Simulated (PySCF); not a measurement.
System (SMILES): C=[SiH2] (CH2-SiH2).
Geometry (B3LYP-D3(BJ)/def2-TZVP, fixed):
```xyz
6

C     -1.1498    -0.0548    -0.0450
Si     0.5479     0.0261     0.0215
H     -1.7685     0.8316    -0.0996
H     -1.6839    -0.9961    -0.0356
H      1.3979    -1.1745     0.0958
H      1.2833     1.3023     0.0091
```
Charge 0, spin multiplicity 1.

Basis-set convergence of the isotropic shielding of Si2 at PBE with PySCF. GIAO, no density fitting; atoms are numbered in the order shown. All functions are spherical. No added dispersion term, no relativity. Reference: the value in pcseg-3, 249.84 ppm, itself unsure by roughly 6.37 ppm (its distance from pcSseg-2). Deviations are taken from unrounded values.

```
basis            functions  isotropic shielding of Si2 (ppm)
---------------  ---------  --------------------------------
6-31G*                  40                            327.97
6-31+G*                 48                            320.75
def2-SVP                52                            328.18
def2-SVPD               76                            332.32
pcseg-1                 52                            267.85
aug-pcseg-1             86                            254.97
cc-pV(D+d)Z             57                            330.85
aug-cc-pV(D+d)Z         91                            332.61
6-311G**                68                            267.82
6-311+G**               76                            264.12
def2-TZVP               92                            245.70
def2-TZVPD             116                            242.75
pcseg-2                120                            256.63
aug-pcseg-2            188                            257.18
cc-pV(T+d)Z            125                            265.14
aug-cc-pV(T+d)Z        193                            259.50
def2-TZVPP             129                            244.70
def2-TZVPPD            153                            242.12
```

What the diffuse functions change, pair by pair:
- 6-31G* to 6-31+G*: 8 more functions, deviation 78.13 to 70.91 ppm
- def2-SVP to def2-SVPD: 24 more functions, deviation 78.34 to 82.47 ppm
- pcseg-1 to aug-pcseg-1: 34 more functions, deviation 18.01 to 5.13 ppm
- cc-pV(D+d)Z to aug-cc-pV(D+d)Z: 34 more functions, deviation 81.01 to 82.77 ppm
- 6-311G** to 6-311+G**: 8 more functions, deviation 17.98 to 14.28 ppm
- def2-TZVP to def2-TZVPD: 24 more functions, deviation -4.14 to -7.09 ppm
- pcseg-2 to aug-pcseg-2: 68 more functions, deviation 6.79 to 7.34 ppm
- cc-pV(T+d)Z to aug-cc-pV(T+d)Z: 68 more functions, deviation 15.30 to 9.66 ppm
- def2-TZVPP to def2-TZVPPD: 24 more functions, deviation -5.14 to -7.72 ppm

They bring the value nearer the reference by more than 6.37 ppm in 2 of 9 pairs.
